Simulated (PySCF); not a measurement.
# Working out the ionisation energy of Cd⁺

Cd⁺ [Kr] 4d10 5s1 (2S) → Cd²⁺ [Kr] 4d10 (1S). Calculation: PySCF 2.14, in ANO-RCC-VTZP; scalar relativity by spin-free X2C-1e. Frozen: [Kr]. Energies in hartree (1 hartree = 27.21139 eV):

```tsv
part	Cd⁺ (lower)	Cd²⁺ (upper)
UHF	-5590.873624	-5590.300738
CCSD correlation	-0.304892	-0.264568
(T)	-0.009554	-0.006840
```

Question: What does Hartree-Fock give?

Answer: (-5590.300738) − (-5590.873624) = 0.572886 hartree = 15.589 eV.

Question: What do CCSD and CCSD(T) give?

Answer: The CCSD correlation energies differ by 0.040324 hartree = 1.097 eV and the triples by 0.002714 hartree = 0.074 eV, so CCSD gives 16.686 eV and CCSD(T) 16.760 eV.

Measured between the centres of the two terms (NIST): 16.908 eV, so CCSD(T) (valence) is off by -0.148 eV.

What remains against the reference includes basis incompleteness, the frozen core and higher excitations.
